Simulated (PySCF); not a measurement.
disilanylformaldehyde (CH6OSi2), SMILES O=C[SiH2][SiH3].

The structure is a stationary point at B3LYP-D3(BJ)/def2-SVP. The values are those of a single conformer.

Two levels are set side by side: TDA-PBE/def2-SVPD (PySCF) and TDA-M06-2X/def2-SVPD (PySCF). Vertical, same geometry. The lowest singlet is HOMO→LUMO 99 % with PBE and HOMO→LUMO 87 % with the other functional; states are paired by order. Differences are taken from unrounded values.

| quantity | TDA-PBE |
|---|---|
| lowest singlet excitation (eV) | 3.08 |
| lowest triplet excitation (TDA) (eV) | 2.38 |
| first bright state (f over 0.05) (eV) | 5.12 |
| its oscillator strength | 0.05 |

Task: These are the TDA-PBE values. What does TDA-M06-2X give? (An estimate is asked for; the answer gives what the named calculation found.)

Result: 
```
quantity                               TDA-M06-2X  TDA-PBE minus TDA-M06-2X
-------------------------------------  ----------  ------------------------
lowest singlet excitation (eV)               3.00                      0.08
lowest triplet excitation (TDA) (eV)         2.45                     -0.06
first bright state (f over 0.05) (eV)        6.46                     -1.34
its oscillator strength                      0.16                     -0.11
```

Rough cost on one machine, each run with all the roots and properties that it gave: TDA-M06-2X against TDA-PBE about 10 times.
